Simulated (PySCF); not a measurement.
C2H3Cl2FSi, SMILES FC([SiH3])=C(Cl)Cl.

Geometry: PBE-D3(BJ)/def2-SVP. The structure was generated by enumeration, and PubChem lists no compound with its InChIKey, so it may never have been made.

Calculation: PBE-D3(BJ)/def2-SVP (PySCF).

Frequencies are harmonic and unscaled.

Computed vibrational spectrum:
| mode | ν (cm⁻¹) | IR (km/mol) | moving atoms (share of kinetic energy) |
|---|---|---|---|
| 1 | 90 | 0.1 | H 69 %, F 17 %, Cl 8 % |
| 2 | 106 | 0.2 | H 36 %, Cl 30 %, Si 14 %, F 14 % |
| 3 | 132 | 1.8 | Cl 44 %, Si 34 %, H 9 % |
| 4 | 228 | 0.2 | Cl 53 %, F 35 % |
| 5 | 283 | 0.0 | C 68 %, F 17 % |
| 6 | 303 | 0.9 | Cl 54 %, F 22 %, C 16 % |
| 7 | 364 | 14.4 | Si 46 %, F 24 %, Cl 23 % |
| 8 | 474 | 11.0 | Cl 53 %, F 23 %, H 8 %, C 8 % |
| 9 | 479 | 5.5 | C 73 %, H 22 % |
| 10 | 614 | 35.7 | H 74 %, Si 12 %, F 9 % |
| 11 | 646 | 25.3 | H 60 %, C 30 %, Si 9 % |
| 12 | 792 | 43.9 | C 70 %, Cl 13 % |
| 13 | 874 | 191.5 | H 86 %, Si 10 % |
| 14 | 899 | 36.9 | H 97 % |
| 15 | 904 | 6.0 | H 93 % |
| 16 | 941 | 195.5 | C 78 %, Cl 8 % |
| 17 | 1179 | 102.6 | C 73 %, F 25 % |
| 18 | 1600 | 40.7 | C 98 % |
| 19 | 2175 | 52.1 | H 99 % |
| 20 | 2183 | 79.4 | H 96 % |
| 21 | 2196 | 81.0 | H 96 % |
